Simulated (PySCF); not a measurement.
Species: C5H15AlO2.
Atom-mapped SMILES: `[CH3:1][CH:2]([CH3:3])[O:4][CH2:5][O+:6]([CH3:7])[AlH3-:8]` (hydrogens: H9, H10, H11 on C1; H12 on C2; H13, H14, H15 on C3; H16, H17 on C5; H18, H19, H20 on C7; H21, H22, H23 on Al8)

Torsions of this conformer, `[CH3:1][CH:2]([CH3:3])[O:4][CH2:5][O+:6]([CH3:7])[AlH3-:8]`: C1–C2–O4–C5 -81°, C2–O4–C5–O6 -77°, O4–C5–O6–C7 -63°.

The closed-shell ground state was solved at several levels (PySCF, density fitting, gas phase, non-relativistic). The structure is a single PBE0-D3(BJ)/def2-SVP conformer in the gas phase; no vibrational or solvent corrections.

```tsv
level	basis functions	HOMO (eV)	LUMO (eV)	gap (eV)	dipole (D)
PBE0/pcSseg-1	218	-7.33	0.46	7.79	4.11
CAM-B3LYP/def2-SVPD	290	-8.72	0.88	9.60	4.01
```

Estimate the row for CAM-B3LYP/pcSseg-1, a basis of 218 functions; the other rows only guide the guess.

HOMO -8.72 eV, LUMO 1.42 eV, gap 10.14 eV, dipole 4.13 D.

Over all these levels, which gives the widest orbital gap and which the narrowest?

CAM-B3LYP/pcSseg-1 (range-separated hybrid) has the widest, 10.14 eV, and PBE0/pcSseg-1 (global hybrid, 25 % exact exchange) the narrowest, 7.79 eV. The two share the basis. From the narrowest to the widest the HOMO moves by -1.39 eV and the LUMO by +0.96 eV.

How far do the dipole and the HOMO energy spread over the levels?

The dipole runs from 4.01 to 4.13 D (mean 4.08 D) and the HOMO from -8.72 to -7.33 eV.
